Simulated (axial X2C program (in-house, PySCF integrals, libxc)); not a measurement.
# BeIn⁻: from the spin-free to the two-component result

All values were computed with an in-house all-electron X2C program for linear molecules (integrals from PySCF). Spin-free means the one-electron spin-free X2C Hamiltonian; two-component (2c) means X2C with spin–orbit coupling and atomic mean-field two-electron Coulomb and Gaunt terms, so the difference of the two also holds small scalar two-electron terms. Basis: In dyall-av4z [14s13p11d3f2g], Be dyall-av4z [11s11p7d5f2g] (cores contracted in-house); Gaussian nuclei, density fitting, unrestricted open shells. Masses: In 114.904 u, Be 9.012 u.

Spin-free state: M_S = 1, Λ = 0 (beyond evenly filled blocks: π+α, π-α); fragments In- + Be.

```tsv
level	Re (Å)	ωe (cm⁻¹)	De (eV)	μ (D)
PBE0	2.430	369.4	1.264	-4.22
HF	2.615	239.6	0.337	-3.56
B97-3	2.458	351.4	1.121	-4.44
```

Dipoles are positive if Be is the positive end and refer to the centre of mass.

Two-component determinant lowest at the distance of the search:

Ω = 1 (⟨Sz⟩ = 0.97, ⟨Lz⟩ = 0.03 at PBE0); fragments In- + Be.

```json
{"level": "PBE0", "Re (Å)": "2.425", "ωe (cm⁻¹)": "366.2", "μ (D)": "-4.25"}
{"level": "HF", "Re (Å)": "2.499", "ωe (cm⁻¹)": "314.3", "μ (D)": "-3.23"}
{"level": "B97-3", "Re (Å)": "2.458", "ωe (cm⁻¹)": "344.1", "μ (D)": "-4.50"}
```

(1) From the two tables, how do the constants change at the PBE0 level (2c against spin-free)?

Occupations by symmetry block were frozen at the best pattern of an incomplete PBE0 search. De is counted from the lowest determinant-based energies of the atoms at the same level, without counterpoise correction. De is not given where an atomic determinant may have missed its ground term or J level, or where the truncated virtual space spoils (T). Density functionals use the spin component along the axis (collinear). Other states lie close and PBE0, whose exact exchange favours high spin, may order them wrongly; the determinant shown need not be the ground state. The nearest other spin-free determinant of the search, M_S = 1, Λ = 1, lies 0.24 eV up at the distance of the search. The functionals have no current-density term, which raises determinants with orbital currents, atoms included. With several unpaired electrons one determinant need not be a pure state. Open-shell Ω = 0 determinants with evenly filled partner blocks cannot be reached by this program, so the Ω shown need not be the lowest component. This is the Ω = 1 component of a π² triplet; the 0⁺ component is not one determinant and can lie lowest. The highest occupied level of some functionals is positive through self-interaction error; at Hartree–Fock it is bound. The determinant is spin-polarised beyond a pure state at some levels (its spin-free form has ⟨S²⟩ too high), which makes Re and μ there less reliable. Hartree–Fock gets electron affinities wrong, so its lowest charge split need not be the true one.

## Answers

(1) At the PBE0 level Re goes down by 0.005 Å and ωe falls by 3.2 cm⁻¹.
